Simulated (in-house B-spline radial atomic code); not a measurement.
## Ionising Co II (Co+) with different functionals

Computed with a B-spline radial code for spherical atoms: scalar-relativistic (spin-free X2C) Hamiltonian, Fermi nucleus of rms radius 3.7875 fm, spin-polarised at highest spin, spherical fractional occupations for the functionals, and exact exchange of hybrids averaged over the configuration. The ionisation energy is the difference of two self-consistent energies, [Ar] 3d8 → [Ar] 3d7, without Breit or QED terms; ε is the level of the shell that loses the electron (its least bound occupied spin orbital).

| method | rung | ΔSCF (eV) | -ε(3d) (eV) |
| --- | --- | --- | --- |
| PBE0 | global hybrid | 17.29 | 13.08 |
| B3LYP | global hybrid | 17.68 | 12.96 |
| TPSSh | global hybrid | 17.45 | 11.73 |
| BHandHLYP | global hybrid | 16.71 | 15.04 |
| r2SCAN0 | global hybrid | 16.98 | 12.83 |
| B97-1 | global hybrid | 17.42 | 12.78 |
| HSE06 | range-separated hybrid | 17.31 | 12.69 |
| wB97X | range-separated hybrid | 17.40 | 15.79 |
| CAM-B3LYP | range-separated hybrid | 17.63 | 14.85 |
| LC-wPBE | range-separated hybrid | 17.66 | 16.02 |

(1) Among the functionals, which spreads more, the ΔSCF values or the orbital energies?

(2) How do they compare with the NIST value?

## Answers

(1) The orbital energies: ΔSCF values span about 0.97 eV and the orbital energies 4.29 eV; here energy differences depend much less on the functional than eigenvalues do.

(2) NIST lists 17.084 eV ± 0.0012 (measured, ground level to ground level). Errors run from -0.37 to +0.60 eV; r2SCAN0 is closest (-0.10 eV), but part of that can be cancellation, since the calculations leave out spin-orbit coupling, Breit-QED terms, multiplet and fine-structure energies.
